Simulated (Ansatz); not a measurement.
`Cc1cc(-c2sc(-c3sc(-c4sc(S)cc4C)cc3C)cc2C)sc1S`. Total charge 0; triplet. Geometry r2SCAN-D4/def2-SVP, that of the neutral singlet; atoms count from 1.

```xyz
44

C     2.414   -3.868    5.037
C     1.834   -2.493    4.926
C     1.304   -1.957    3.723
C     0.799   -0.665    3.831
C     0.228    0.142    2.783
S     0.216   -0.492    1.152
C    -0.566    0.933    0.519
C    -0.866    1.041   -0.885
S     0.067    0.130   -2.044
C    -0.859    0.744   -3.392
C    -0.603    0.359   -4.757
S    -1.624    1.015   -6.019
C    -0.800    0.108   -7.251
S    -1.171    0.289   -8.957
C     0.230   -0.631   -6.706
C     0.361   -0.500   -5.296
C     1.405   -1.230   -4.507
C    -1.832    1.622   -2.926
C    -1.853    1.800   -1.523
C    -2.846    2.676   -0.821
C    -0.804    1.837    1.547
C    -0.365    1.408    2.825
C    -0.521    2.244    4.059
S     0.970   -0.104    5.477
C     1.734   -1.588    5.976
S     2.161   -1.840    7.662
H     2.937   -3.995    5.996
H     3.122   -4.062    4.216
H     1.625   -4.637    4.977
H     1.295   -2.510    2.780
H    -2.438   -0.196   -8.918
H     0.877   -1.267   -7.315
H     0.959   -1.925   -3.776
H     2.050   -1.817   -5.176
H     2.049   -0.538   -3.939
H    -2.534    2.124   -3.596
H    -3.717    2.865   -1.464
H    -2.413    3.657   -0.559
H    -3.198    2.214    0.114
H    -1.253    2.817    1.381
H    -1.056    3.175    3.827
H    -1.087    1.714    4.844
H     0.454    2.515    4.496
H     3.310   -1.115    7.681
```

Single mean-field runs in def2-TZVP are fitted with def2-universal-jkfit. At PBE0-D4/def2-TZVP a singlet of charge 0 lies 1.91 eV below the triplet at the same geometry.

(1) Estimate the Mulliken populations of the heavy atoms from the PBE0/def2-TZVP orbitals of Ansatz.

(2) Where does the spin sit?

(3) And the Mayer bond orders between heavy atoms (over 0.3)?

Answers

(1) 
```csv
atom,charge (e),spin (α − β)
C1,-0.42,0.00
C2,0.07,-0.08
C3,-0.26,0.20
C4,0.01,-0.08
C5,0.12,0.33
S6,-0.05,0.05
C7,0.10,0.13
C8,0.09,0.19
S9,-0.06,0.06
C10,0.17,0.33
C11,-0.03,-0.08
S12,0.01,0.03
C13,-0.02,0.22
S14,-0.19,0.01
C15,-0.19,-0.10
C16,-0.02,0.22
C17,-0.40,-0.02
C18,-0.20,-0.01
C19,0.01,0.17
C20,-0.47,-0.02
C21,-0.29,0.20
C22,0.07,-0.04
C23,-0.41,0.00
S24,0.01,0.04
C25,-0.06,0.18
S26,-0.20,0.00
```
Mulliken values depend strongly on the basis.

(2) Summed by element: C 1.76, S 0.19, H 0.05, of 2 unpaired in all. Largest on single atoms: C10 0.33, C5 0.33, C16 0.22.

(3) C1–C2 0.95 (1.50 Å); C2–C3 1.30 (1.42 Å); C2–C25 1.50 (1.39 Å); C3–C4 1.38 (1.39 Å); C4–C5 1.09 (1.44 Å); C4–S24 1.23 (1.75 Å); C5–S6 1.21 (1.75 Å); C5–C22 1.22 (1.40 Å); S6–C7 1.20 (1.74 Å); C7–C8 1.13 (1.44 Å); C7–C21 1.26 (1.39 Å); C8–S9 1.22 (1.75 Å); C8–C19 1.23 (1.40 Å); S9–C10 1.17 (1.75 Å); C10–C11 1.11 (1.44 Å); C10–C18 1.23 (1.39 Å); C11–S12 1.24 (1.75 Å); C11–C16 1.31 (1.40 Å); S12–C13 1.21 (1.74 Å); C13–S14 1.08 (1.76 Å); C13–C15 1.52 (1.38 Å); C15–C16 1.34 (1.42 Å); C16–C17 0.95 (1.50 Å); C18–C19 1.49 (1.41 Å); C19–C20 0.93 (1.50 Å); C21–C22 1.44 (1.42 Å); C22–C23 0.95 (1.50 Å); S24–C25 1.23 (1.74 Å); C25–S26 1.13 (1.76 Å).
